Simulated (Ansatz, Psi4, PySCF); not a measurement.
C$_{2}$H$_{6}$ClGa (SMILES [CH3][Ga]([CH3])[Cl]), singlet, geometry from GFN2-xTB (such geometries of metal compounds can be far from the true shape). Base run: BHANDHLYP/6-31G* (PySCF).

PySCF was given this input:
```python
from pyscf import gto, scf, dft

mol = gto.Mole()
mol.atom = '''
    Ga   -0.238826    0.100834   -0.140928
    C    -1.801463   -1.215728   -0.233938
    H    -1.489747   -2.112350   -0.776704
    H    -2.677611   -0.793048   -0.726654
    H    -2.077411   -1.521984    0.778831
    C    -0.065049    2.001846   -0.875734
    H     0.732351    2.031670   -1.623405
    H     0.216980    2.678727   -0.064580
    H    -0.987966    2.361123   -1.332046
    Cl    1.463887   -0.616864    0.868903
'''
mol.basis = '6-31g*'
mol.charge = 0
mol.spin = 0
mol.verbose = 4
mol.build()

mf = dft.RKS(mol)
mf.xc = 'bhandhlyp'
mf.kernel()
```

The same geometry, method and basis name were run in Ansatz (a program for electronic structure) and Psi4 and PySCF, at each program's defaults and at the settings that a row names. The base is PySCF at its defaults. Differences at the defaults can come from grids, fitting, cores and function types together.

| code and settings | ΔE vs base (mEh) | basis functions | E (Eh) | SCF cycles | dipole (D) |
|---|---|---|---|---|---|
| PySCF, defaults (exact integrals, its default grid, spherical functions) | 0.000 | 90 | -2464.55906 | 9 | 2.48 |
| Psi4, defaults (density fitting with its default set, its default grid, Cartesian functions) | 231.5 | 96 | -2464.32755 | 10 | 2.47 |
| Ansatz, defaults (factorised integrals, its default grid, Cartesian functions) | -6.369 | 96 | -2464.56543 | - | - |
| PySCF, density fitting with def2-universal-jkfit | 0.051 | 90 | -2464.55901 | 9 | 2.48 |
| PySCF, fine grid | 0.000 | 90 | -2464.55906 | 9 | 2.48 |
| Psi4, exact integrals, spherical functions, fine grid | 0.001 | 90 | -2464.55906 | 12 | 2.48 |
| Ansatz, high accuracy, Cartesian functions as the basis file defines them | -6.374 | 96 | -2464.56543 | - | - |
